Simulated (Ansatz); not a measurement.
`C[CH](Cl)[SnH3]` + HI → `[SnH3][I]` + `CCCl`  (ligand exchange at the Sn–C bond)

Program: Ansatz. Geometries: PBE0-D4/def2-TZVP. ΔE: electronic, gas phase. CBS: MP2 limit from def2 TZ/QZ plus the TZ coupled-cluster correction, frozen cores. Functionals use def2-TZVPP. Elements past krypton have def2 core potentials. For I, Sn outer-core shells are correlated without core-valence functions, which leaves a few kJ/mol of doubt a bond.

CCSD(T)/CBS gives -143.3 kJ/mol.

Q: Another level gave -173.3 kJ/mol. Which?
A. HF/def2-TZVPP
B. CCSD/def2-TZVPP
C. PBE0/def2-TZVPP
D. ωB97X-V/def2-TZVPP

A: A. HF/def2-TZVPP -173.3, ωB97X-V -144.0, PBE0 -151.1, CCSD/def2-TZVPP -136.3 kJ/mol.

Largest T1 diagnostic among the species: 0.012.

The D4 term adds +7.8 kJ/mol with B3LYP and +4.3 kJ/mol with PBE0; it sums over pairs of atoms, weighted by their polarisabilities, and B3LYP, whose exchange is more repulsive, gets the larger term. From PBE to PBE0 (25 % exact exchange), in def2-TZVPP and without D4, ΔE moves by −7.3 kJ/mol.

B3LYP here is the variant with VWN-RPA as its local correlation; programs differ in this.
